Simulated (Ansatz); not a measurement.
Reactions of `C1[CH2][GaH][SiH2]1`.

Gas-phase electronic energies from Ansatz, PBE0-D4/def2-TZVP geometries. CCSD(T)/CBS is the MP2 limit (def2-TZVPP, def2-QZVPP) plus CCSD(T) − MP2 in def2-TZVPP, frozen cores. This one scheme is used for every species, atoms too. Functionals use def2-TZVPP. Open shells (•) are unrestricted, without spin–orbit coupling. Spin–orbit coupling would lower the free atoms: a little for C, Si; clearly for Ga. Bonds to Ga are less sure, by a few kJ/mol each and by 10 to 20 or more in all where they break to atoms, as the def2 sets lack core-valence functions. Scalar relativity is left out up to krypton. One conformer a species, not always the lowest.

```csv
reaction,PBE-D4 (kcal/mol),CCSD/CBS(def2) (kcal/mol),HF/CBS(def2) (kcal/mol)
`C1[CH2][GaH][SiH2]1` → `[SiH3][Ga]1[CH2][CH2]1`,6.9,12.4,15.4
`C1[CH2][GaH][SiH2]1` → `[SiH3][CH]1[CH2][GaH]1`,12.9,16.0,19.0
`C1[CH2][GaH][SiH2]1` → 2 C• + Ga• + 7 H• + Si•,875.7,858.2,646.1
`C1[CH2][GaH][SiH2]1` → `C[CH]1[SiH2][GaH]1`,18.1,19.5,20.1
`C1[CH2][GaH][SiH2]1` + `NCF` → `[NH2][Ga]1[CH2]C[SiH2]1` + `CF`,-16.3,-19.9,-17.2
```

Q: Give the CCSD(T)/CBS values in the same order. (Best estimate.)

A: Computed: 10.5, 14.3, 869.3, 19.1, -20.2 kcal/mol.

Largest T1 diagnostic: 0.017, for `[SiH3][CH]1[CH2][GaH]1`.
